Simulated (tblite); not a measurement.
A tight-binding relaxation on `C[Si@](Cl)([Se][SiH3])C1CC1`.

Computed with GFN2-xTB geometry optimisation, gas phase (tblite 0.8.0). Start geometry: from a force field or distance geometry. A driver script takes a list of jobs; this job's settings line and coordinates (Å) are shown.

Command:
```bash
OMP_NUM_THREADS=1 python probes_run.py task.json out
```

Input:
```
{"job": {"kind": "relax", "xc": "GFN2-xTB", "basis": "xTB"}, "charge": 0, "multiplicity": 1}
C     -0.392300     2.678800     0.090000
Si     0.292400     0.965700     0.265600
Cl     0.417300     0.512500     2.327100
Se     2.394200     0.950500    -0.641400
Si     2.669300    -1.287000    -0.212200
C     -0.828300    -0.227500    -0.669100
C     -1.047100    -1.589900    -0.042800
C     -2.133300    -0.533700     0.031700
H      0.257900     3.401300     0.621500
H     -1.424300     2.714000     0.532000
H     -0.453500     2.944600    -0.986900
H      1.735000    -2.062800    -1.050600
H      2.413300    -1.567500     1.210800
H      4.052600    -1.674200    -0.556900
H     -0.894100    -0.186700    -1.772300
H     -1.252000    -2.403400    -0.757400
H     -0.540800    -1.781500     0.933000
H     -2.991600    -0.738400    -0.659300
H     -2.284700    -0.105600     1.047600
```

Output:
```
step      E/eV     max force
  0    -691.43936    1.444
  1    -691.60724    0.981
  2    -691.71775    0.667
  3    -691.74424    0.433
  4    -691.78040    0.372
  5    -691.79452    0.487
  6    -691.81024    0.333
  7    -691.81608    0.179
  8    -691.82102    0.142
  9    -691.82458    0.132
... (41 lines left out)
 51    -691.87322    0.022
 52    -691.87326    0.016
 53    -691.87331    0.021
 54    -691.87335    0.023
 55    -691.87339    0.015
 56    -691.87342    0.016
 57    -691.87346    0.015
 58    -691.87350    0.021
 59    -691.87354    0.020
 60    -691.87357    0.010
```

«max force» is the largest atomic force in eV/Å.

Q: From which step on does the largest force stay under 0.1 eV/Å, and how much energy is left to gain from there?

A: From step 25 (0.091 eV/Å), 10.8 meV above the end.

Main results: energy lowered by 10.0 kcal/mol over 60 steps; largest atomic force 0.010 eV/Å at the end.

Q: Give the final coordinates.

A: 0.170 Å rms from the input after alignment:
```
atom  x, y, z in Å
C1    -0.3418    2.8003    0.0766
Si2    0.2015    0.9951    0.3101
Cl3    0.2427    0.5399    2.2913
Se4    2.3314    0.8387   -0.5839
Si5    2.8083   -1.3723   -0.2534
C6    -0.9215   -0.2421   -0.5704
C7    -1.1318   -1.6217   -0.0095
C8    -2.2424   -0.6288    0.0344
H9     0.3427    3.4734    0.5843
H10   -1.3392    2.9690    0.4698
H11   -0.3407    3.0637   -0.9760
H12    1.9267   -2.1621   -1.1080
H13    2.5856   -1.6848    1.1536
H14    4.2067   -1.4866   -0.6385
H15   -0.9011   -0.1777   -1.6516
H16   -1.2027   -2.4469   -0.7026
H17   -0.6425   -1.8761    0.9186
H18   -3.0853   -0.7654   -0.6263
H19   -2.5064   -0.2064    0.9918
```

On an Arm Neoverse N1 with one thread, no GPU, shared host, this took 1.3 s of wall time.
Labels such as C1 count atoms from 1, the log's own numbers from 0.
